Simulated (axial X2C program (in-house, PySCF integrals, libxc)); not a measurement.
## How long does TiCl⁺ take?

A bond scan computed with an in-house relativistic program for diatomic molecules. Basis: Ti dyall-cv3z [10s10p6d4f2g], Cl dyall-av3z [9s8p3d2f] (cores contracted in-house).

Input file and command:
```json
{"zs": [22, 17], "q": 1, "bas": ["dyall-cv3z", "dyall-av3z"], "levels": ["PBE0", "HF", "TPSSh"], "cc": true, "r0": 2.35, "thr": -1.0, "nmax": 90, "npts": 10, "nst": 2, "ntry": 6}
```
```bash
python so2c.py task.json out
```

Keys: zs atomic numbers; q charge; bas basis sets; levels methods; cc coupled cluster on or off; r0 starting distance in Å; thr threshold in hartree for freezing inner shells (an s shell follows its p shell); nmax most natural virtual spinors; npts points on the curve; nst determinants followed; ntry starts of the search. HF also brings MP2.

Hardware: 1 thread of Intel(R) Xeon(R) Processor @ 2.30GHz, with other jobs on the host.

Wall time of one point of each curve, integrals apart:

```json
{"Hamiltonian": "spin-free", "level": "PBE0", "points": "10", "seconds a point": "0.68"}
{"Hamiltonian": "spin-free", "level": "HF", "points": "10", "seconds a point": "0.31"}
{"Hamiltonian": "spin-free", "level": "CCSD(T) (10 electrons, 90 virtuals)", "points": "7", "seconds a point": "6.3"}
{"Hamiltonian": "spin-free", "level": "TPSSh", "points": "10", "seconds a point": "1.1"}
{"Hamiltonian": "2c", "level": "PBE0", "points": "10", "seconds a point": "0.8"}
{"Hamiltonian": "2c", "level": "HF", "points": "10", "seconds a point": "0.63"}
{"Hamiltonian": "2c", "level": "CCSD(T) (10 electrons, 90 virtuals)", "points": "7", "seconds a point": "7.7"}
{"Hamiltonian": "2c", "level": "TPSSh", "points": "10", "seconds a point": "1.2"}
```

The rest:

Search with its distance optimisation 44 s, atoms 31 s, whole task 230 s. Coupled cluster runs on the points near the minimum only. The program drops outer points, and coupled cluster, when its time limit (not in the input) nears; MP2, further determinants and curves that did not converge are not in the table.
